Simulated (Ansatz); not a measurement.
Two isomers of CH6GeO2Si: A = `[OH][GeH]1[CH2][SiH2][O]1`, B = `C1O[SiH2][GeH2][O]1`.

Calculated with Ansatz (gas phase, PBE0-D4/def2-TZVP geometries, no zero-point term in ΔE). CCSD(T)/CBS is the MP2 limit (def2-TZVPP, def2-QZVPP) plus CCSD(T) − MP2 in def2-TZVPP, frozen cores. Functionals use def2-TZVPP. B3LYP here is the variant with VWN-RPA as its local correlation; programs differ in this. For Ge outer-core shells are correlated without core-valence functions, which leaves a few kJ/mol of doubt a bond. Scalar relativity is left out up to krypton. Each species was taken in one conformer, which may not be the lowest.

Task: Which is lower in electronic energy at CCSD(T)/CBS, and by how much? (An estimate is asked.)

Result: Ansatz gave: A, by 36.2 kcal/mol.

Task: Give E(B) − E(A) in kcal/mol with B3LYP-D4, r2SCAN-D4, MP2/def2-TZVPP, PBE0-D4, CCSD/def2-TZVPP, CCSD(T)/def2-TZVPP, B3LYP. (An estimate is asked.)

Result: Ansatz gave: B3LYP-D4 30.9, r2SCAN-D4 33.1, MP2/def2-TZVPP 40.0, PBE0-D4 31.6, CCSD/def2-TZVPP 35.5, CCSD(T)/def2-TZVPP 35.7, B3LYP 31.1. None reverses the order clearly.

Largest T1 diagnostic: 0.013.

In def2-TZVPP, CCSD(T) changes the Hartree–Fock value by +3.2 kcal/mol (the triples alone add +0.2 kcal/mol) and MP2 by +7.4 kcal/mol. From PBE to PBE0 (25 % exact exchange), in def2-TZVPP and without D4, E(B) − E(A) moves by +1.3 kcal/mol.
